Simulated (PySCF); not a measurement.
## Which determinant of SnI⁺ lies lowest?

Unrestricted PBE0; basis Sn def2-TZVPPD with ECP28, I def2-TZVPPD with ECP28; scalar-relativistic core potentials; PySCF 2.14. Outer shells of the fragments: Sn+ 4d10 5s2 5p1; I 4d10 5s2 5p5.

Followed along the bond (rough minima from three points):

```csv
2Ms+1,unpaired,⟨S²⟩ at the start,R at minimum (Å),Te (eV)
1,none,0.00,2.60,0.00
3,π ↑↑,2.01,none in the scan,≤ 2.53
```

Solutions found at the starting distance of 2.760 Å, counted from the lowest of them; the search is not exhaustive and high or unbound solutions are not listed, so other states can lie among these:

```json
{"2Ms+1": "1", "unpaired": "none", "term": "¹Σ⁺", "E (eV)": "0.00", "⟨S²⟩": "0.00", "⟨Lz²⟩": "0.00", "μ (D)": "-5.06"}
{"2Ms+1": "3", "unpaired": "π ↑↑", "term": "mixed", "E (eV)": "2.56", "⟨S²⟩": "2.01", "⟨Lz²⟩": "2.01", "μ (D)": "-0.70"}
{"2Ms+1": "3", "unpaired": "π ↑↑", "term": "mixed", "E (eV)": "2.72", "⟨S²⟩": "2.01", "⟨Lz²⟩": "2.01", "μ (D)": "-0.74"}
{"2Ms+1": "1", "unpaired": "π ↑↓", "term": "mixed", "E (eV)": "2.73", "⟨S²⟩": "1.01", "⟨Lz²⟩": "2.02", "μ (D)": "-0.75"}
{"2Ms+1": "3", "unpaired": "σ ↑, π ↑", "term": "³Π", "E (eV)": "2.88", "⟨S²⟩": "2.01", "⟨Lz²⟩": "1.01", "μ (D)": "-2.96"}
{"2Ms+1": "1", "unpaired": "σ ↓, π ↑", "term": "mixed", "E (eV)": "3.08", "⟨S²⟩": "1.01", "⟨Lz²⟩": "1.01", "μ (D)": "-2.76"}
```

A term symbol is given only where ⟨S²⟩ and ⟨Lz²⟩ are close to those of a pure state; real π, δ and φ orbitals otherwise mix terms. A positive dipole points towards I; it is taken about the centre of mass and depends on that origin.

Spin–orbit coupling is left out. Counting both spins, an empty level lies below a filled one in some of these solutions, because spin and occupation are held.
